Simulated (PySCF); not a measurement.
PySCF input file for HSn, SMILES [SnH] (connectivity only; charge and spin as stated), neutral, multiplicity 2, TDA-PBE/def2-TZVPD. The structure is a stationary point at B3LYP-D3(BJ)/def2-TZVPD. The def2 effective core potentials stand for the cores of Sn; spin–orbit coupling is left out.

```python
import numpy as np
from pyscf import gto, scf, dft, tdscf

mol = gto.M(
    atom='''
    Sn    0.00000000    0.00000000   -0.03502357
    H     0.00000000    0.00000000    1.75117855
    ''',
    basis='def2-TZVPD',
    ecp={'Sn': 'def2-tzvp'},
    charge=0,
    spin=1,
    max_memory=1600,
    verbose=4,
)
mf = dft.UKS(mol, xc='pbe').density_fit(auxbasis='def2-universal-jkfit')
mf.grids.level = 3
mf.conv_tol = 1e-9
mf.max_cycle = 100
mf.kernel()
fine, coarse = mf.grids, dft.Grids(mol).set(level=1).build(with_non0tab=True)
for _ in range(3):  # follow internal instabilities
    mf.grids = coarse
    mo, _, stable, _ = mf.stability(return_status=True, nroots=4)
    mf.grids = fine
    if stable:
        break
    mf.kernel(mf.make_rdm1(mo, mf.mo_occ))
mf.grids = dft.Grids(mol).set(level=1).build(with_non0tab=True)  # coarser grid for the response kernel
td = tdscf.TDA(mf)
td.nstates = 10
td.conv_tol = 1e-4
td.positive_eig_threshold = 1e-6
td.kernel(x0=td.get_init_guess(mf, 15))
td.analyze(verbose=3)
```

Output:

```
PySCF version 2.14.0

[INPUT] verbose = 4
[INPUT] num. atoms = 2
[INPUT] num. electrons = 23
[INPUT] charge = 0
[INPUT] spin (= nelec alpha-beta = 2S) = 1
[INPUT] symmetry False subgroup None
[INPUT] Mole.unit = angstrom
[INPUT] Symbol           X                Y                Z      unit          X                Y                Z       unit  Magmom
[INPUT]  1 Sn     0.000000000000   0.000000000000  -0.035023570000 AA    0.000000000000   0.000000000000  -0.066184955205 Bohr   0.0
[INPUT]  2 H      0.000000000000   0.000000000000   1.751178550000 AA    0.000000000000   0.000000000000   3.309247854713 Bohr   0.0

nuclear repulsion = 6.51768269104955
number of shells = 23
number of NR pGTOs = 108
number of NR cGTOs = 65
basis = def2-TZVPD
ecp = {'Sn': 'def2-tzvp'}


[settings echo left out]
init E= -178.188004167131

WARN: alpha nocc = 12  HOMO -0.65266249493102 >= LUMO -0.65266249493101

  beta  nocc = 11  HOMO = -0.736672368586389  LUMO = -0.65266249493102

WARN: HOMO -0.65266249493102 >= LUMO -0.65266249493102

cycle= 1 E= -213.746794730399  delta_E= -35.6  |g|= 1.79  |ddm|= 21.4
  alpha nocc = 12  HOMO = -0.0116474278238671  LUMO = 0.021345323676536
  beta  nocc = 11  HOMO = -0.0671929152004407  LUMO = 0.00220846719376633
  HOMO = -0.0116474278239  LUMO = 0.00220846719377  gap/eV = 0.37704
cycle= 2 E= -212.734160298257  delta_E= 1.01  |g|= 2.84  |ddm|= 5.88
  alpha nocc = 12  HOMO = -0.135432825790131  LUMO = -0.0940662579765759
  beta  nocc = 11  HOMO = -0.218513909905695  LUMO = -0.121237276196716
  HOMO = -0.13543282579  LUMO = -0.121237276197  gap/eV = 0.38628
cycle= 3 E= -214.843400481477  delta_E= -2.11  |g|= 0.098  |ddm|= 2.42
  alpha nocc = 12  HOMO = -0.14793038950326  LUMO = -0.10345488317057
  beta  nocc = 11  HOMO = -0.220947375923044  LUMO = -0.130677713641115
  HOMO = -0.147930389503  LUMO = -0.130677713641  gap/eV = 0.46947
cycle= 4 E= -214.846064194299  delta_E= -0.00266  |g|= 0.0303  |ddm|= 0.145
  alpha nocc = 12  HOMO = -0.14807399518994  LUMO = -0.103430771246591
  beta  nocc = 11  HOMO = -0.224303236234165  LUMO = -0.131010718287701
  HOMO = -0.14807399519  LUMO = -0.131010718288  gap/eV = 0.46432
cycle= 5 E= -214.846342159914  delta_E= -0.000278  |g|= 0.00504  |ddm|= 0.0296
  alpha nocc = 12  HOMO = -0.148641080577458  LUMO = -0.103824606549204
  beta  nocc = 11  HOMO = -0.225546604614317  LUMO = -0.131580897989821
  HOMO = -0.148641080577  LUMO = -0.13158089799  gap/eV = 0.46423
cycle= 6 E= -214.846346937033  delta_E= -4.78e-06  |g|= 0.00251  |ddm|= 0.00956
  alpha nocc = 12  HOMO = -0.148747293746056  LUMO = -0.103883996045682
  beta  nocc = 11  HOMO = -0.225222576403469  LUMO = -0.131672222905463
  HOMO = -0.148747293746  LUMO = -0.131672222905  gap/eV = 0.46464
cycle= 7 E= -214.846352745383  delta_E= -5.81e-06  |g|= 0.00014  |ddm|= 0.0043
  alpha nocc = 12  HOMO = -0.148688435275528  LUMO = -0.103801517123673
  beta  nocc = 11  HOMO = -0.225168772709138  LUMO = -0.131603736840628
  HOMO = -0.148688435276  LUMO = -0.131603736841  gap/eV = 0.46490
cycle= 8 E= -214.846352767587  delta_E= -2.22e-08  |g|= 2.76e-05  |ddm|= 0.00047
  alpha nocc = 12  HOMO = -0.148702116140563  LUMO = -0.10381231005132
  beta  nocc = 11  HOMO = -0.225187528630602  LUMO = -0.131616240902072
  HOMO = -0.148702116141  LUMO = -0.131616240902  gap/eV = 0.46493
cycle= 9 E= -214.846352769102  delta_E= -1.52e-09  |g|= 9.74e-06  |ddm|= 0.00012
  alpha nocc = 12  HOMO = -0.148699536031531  LUMO = -0.103809033670148
  beta  nocc = 11  HOMO = -0.225185848553249  LUMO = -0.131613273837979
  HOMO = -0.148699536032  LUMO = -0.131613273838  gap/eV = 0.46494
cycle= 10 E= -214.846352769273  delta_E= -1.71e-10  |g|= 1.17e-06  |ddm|= 3.78e-05
  alpha nocc = 12  HOMO = -0.148699725079388  LUMO = -0.103809370551579
  beta  nocc = 11  HOMO = -0.225186164591217  LUMO = -0.131613422801299
  HOMO = -0.148699725079  LUMO = -0.131613422801  gap/eV = 0.46494
Extra cycle  E= -214.846352769274  delta_E= -1.31e-12  |g|= 7.49e-07  |ddm|= 4.15e-06
converged SCF energy = -214.846352769274  <S^2> = 0.75245143  2S+1 = 2.0024499
tot grids = 10504
uhf_internal: lowest eigs of H = [-9.23350278e-06  1.17301165e-01  2.24691288e-01  2.29429227e-01]
<class 'pyscf.df.df_jk.DFUKS'> wavefunction is stable in the internal stability analysis
tot grids = 10504
Overwritten attributes  positive_eig_threshold  of <class 'pyscf.tdscf.uks.TDA'>


******** <class 'pyscf.tdscf.uks.TDA'> for <class 'pyscf.df.df_jk.DFUKS'> ********
nstates = 10
deg_eia_thresh = 1.000e-03
wfnsym = None
conv_tol = 0.0001
eigh lindep = 1e-12
eigh level_shift = 0
eigh max_cycle = 100


Excitation energies (eV)
[0.08680769 2.0729317  2.85452151 3.28631541 3.56340961 4.11625521
 5.08612253 5.10941318 5.21162075 5.26525604]

** Excitation energies and oscillator strengths **
Excited State   1:      0.08681 eV  14282.63 nm  f=0.0000
Excited State   2:      2.07293 eV    598.11 nm  f=0.0000
Excited State   3:      2.85452 eV    434.34 nm  f=0.0118
Excited State   4:      3.28632 eV    377.27 nm  f=0.0019
Excited State   5:      3.56341 eV    347.94 nm  f=0.0477
Excited State   6:      4.11626 eV    301.21 nm  f=0.1425
Excited State   7:      5.08612 eV    243.77 nm  f=0.1350
Excited State   8:      5.10941 eV    242.66 nm  f=0.0689
Excited State   9:      5.21162 eV    237.90 nm  f=0.0000
Excited State  10:      5.26526 eV    235.48 nm  f=0.1410
```

Self-consistency was reached.
